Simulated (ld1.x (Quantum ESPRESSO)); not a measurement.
u(r) = r·R(r): atom against pseudo-atom (manganese (Mn))

Columns: radius, all-electron u(r) and pseudo u(r) of the 3s shell (level -85.68 eV) of manganese in the configuration [Ne] 3s2 3p6 3d5 4s2 4p0; Wu–Cohen, scalar-relativistic, TM semilocal scheme, ld1.x (Quantum ESPRESSO) 7.5.

| r (bohr) | all-electron | pseudo |
| --- | --- | --- |
| 0.055 | 0.2392 | 0.0911 |
| 0.110 | -0.2964 | 0.1829 |
| 0.165 | -0.6094 | 0.2762 |
| 0.220 | -0.6065 | 0.3716 |
| 0.275 | -0.3920 | 0.4697 |
| 0.330 | -0.0796 | 0.5704 |
| 0.385 | 0.2495 | 0.6732 |
| 0.440 | 0.5479 | 0.7764 |
| 0.495 | 0.7928 | 0.8770 |
| 0.550 | 0.9772 | 0.9707 |
| 0.605 | 1.1031 | 1.0519 |
| 0.660 | 1.1770 | 1.1149 |
| 0.715 | 1.2078 | 1.1545 |
| 0.770 | 1.2046 | 1.1679 |
| 0.825 | 1.1756 | 1.1551 |
| 0.880 | 1.1281 | 1.1191 |
| 0.935 | 1.0682 | 1.0653 |
| 0.990 | 1.0005 | 1.0000 |
| 1.045 | 0.9289 | 0.9288 |
| 1.100 | 0.8560 | 0.8560 |
| 1.155 | 0.7840 | 0.7840 |
| 1.210 | 0.7144 | 0.7144 |
| 1.265 | 0.6480 | 0.6480 |
| 1.320 | 0.5855 | 0.5855 |
| 1.375 | 0.5273 | 0.5273 |
| 1.430 | 0.4735 | 0.4735 |

Q: How many radial nodes do the two functions have?

A: The all-electron 3s function has n − l − 1 = 2; the pseudo-wave has 0, since the states of the same l below it are removed with the core.

Q: At about which radius was the pseudo-wave matched?

A: 1.10 bohr. The columns agree to 0.0005 from 0.99 bohr on; several derivatives are matched, so the curves merge somewhat inside the radius.

Q: Is the pseudo-wave norm-conserving?

A: Yes: the TM semilocal scheme keeps the norm inside the radius equal to the all-electron one, which fixes the energy derivative of the logarithmic derivative at the level.
